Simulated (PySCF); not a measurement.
**Correlation energy of Zr (zirconium, neutral)**

[Kr] 4d2 5s2, high-spin 3F determinant. Computed with PySCF 2.14 in aug-cc-pVTZ-PP with one added diffuse shell each of s, p, d, f, g type with ECP28MDF (7s7p6d4f3g, 113 functions), with scalar relativity through the core potential. Frozen: 4s2 4p6; 4 electrons correlated.

MP2 pair energies summed by pair of shells (mhartree):

```
 pair  energy  share (%)
4d-5s  -22.55       48.7
5s-5s  -19.93       43.1
4d-4d   -3.78        8.2
```

Total MP2 correlation energy: -46.26 mhartree.

Same-spin part -11.70 and opposite-spin part -34.56 mhartree; SCS-MP2 scales them by 1/3 and 6/5 to -45.37 mhartree.
